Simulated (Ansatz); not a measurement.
`I[SiH]1CS1` + NH₃ → `N[SiH]1CS1` + HI at 500 K and 1 bar (ligand exchange at the Si–I bond).

Isolated molecules relaxed with PBE0-D4/def2-TZVP in Ansatz; ΔE leaves out vibrations. CCSD(T)/CBS is the MP2 limit (def2-TZVPP, def2-QZVPP) plus CCSD(T) − MP2 in def2-TZVPP, frozen cores. This one scheme is used for every species. def2 core potentials past Kr. For I outer-core shells are correlated without core-valence functions, which leaves a few kJ/mol of doubt a bond. One conformer a species, not always the lowest.

```tsv
species	CCSD(T)/CBS energy (Eh)	H − E (kJ/mol)	S (J/(mol·K))
`I[SiH]1CS1`	-1024.19180	135.7	379.4
NH₃	-56.50880	108.2	211.8
`N[SiH]1CS1`	-782.65285	206.0	372.0
HI	-298.03592	28.6	221.6
```

H − E and S are ideal-gas, rigid-rotor, harmonic terms from PBE0-D4/def2-TZVP, for one conformer and one mirror image of each species. 1 Eh = 2625.50 kJ/mol, R = 8.31446 J/(mol·K).

Q: By hand: ΔE, ΔH, ΔS and ΔG.

A: ΔE = (-782.65285) + (-298.03592) − (-1024.19180) − (-56.50880) = 0.01183 Eh = 31.1 kJ/mol. Δ(H − E) = 206.0 + 28.6 − 135.7 − 108.2 = -9.3, so ΔH = 21.8 kJ/mol. ΔS = 372.0 + 221.6 − 379.4 − 211.8 = 2.4 J/(mol·K). ΔG = 21.8 − 500 × (2.4)/1000 = 20.6 kJ/mol.

Q: By hand: the equilibrium constant, and the temperature at which ΔG would vanish if ΔH and ΔS stayed fixed.

A: log₁₀ K = −ΔG/(RT ln 10) = -2.2. ΔG = 0 at ΔH/ΔS = 9083 K, far beyond where these terms or the molecules hold.

The number of gas molecules stays the same, so ΔS is small and ΔH decides. A doubt of 5 kJ/mol in ΔE shifts log₁₀ K by 0.5 here. Other conformers and mirror images would add mixing entropy, several J/(mol·K) or more a flexible species. These are equilibria of isolated gas molecules and say nothing of rates. Largest T1 diagnostic: 0.011 (customary marks: 0.02 for closed shells, 0.045 for open ones).
